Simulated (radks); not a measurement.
Charge is removed step by step from the 4d level of the cadmium ion Cd3+, starting from [Kr] 4d9. Calculated with a radial shooting solver on a logarithmic mesh with Libxc functionals: scalar-relativistic Kohn-Sham, PBE, spin-unpolarised, spherical densities, finite nucleus; Fermi nuclear charge, rms radius 4.6087 fm.

removed (e)  E - E(0) (eV)  eigenvalue (eV)  E minus straight line (eV)
0                    0.000          -45.823                       0.000
0.1                  4.662          -47.437                      -0.744
0.2                  9.486          -49.064                      -1.326
0.3                 14.474          -50.703                      -1.745
0.4                 19.626          -52.355                      -1.999
0.5                 24.944          -54.020                      -2.087
0.6                 30.429          -55.696                      -2.009
0.7                 36.082          -57.385                      -1.762
0.8                 41.904          -59.085                      -1.346
0.9                 47.898          -60.798                      -0.759
1                   54.062          -62.521                       0.000

Removing the whole electron costs 54.062 eV by Delta-SCF, against 45.823 eV from minus the eigenvalue at the starting occupation. Slater's transition state (half an electron removed) gives 54.020 eV. Integrating minus the eigenvalue over the occupation (Janak's theorem) gives 54.071 eV. In this scalar-relativistic scheme the density is built from large components alone, so the theorem holds only approximately. The mean slope of the eigenvalue, de/dn, is 16.7 eV per electron. Ionisation energy of Cd3+ in the NIST Atomic Spectra Database: 51 eV (theoretical).

Beside tabulated values, note that spin-unpolarised runs miss the spin-polarisation part of the exchange energy of open shells.
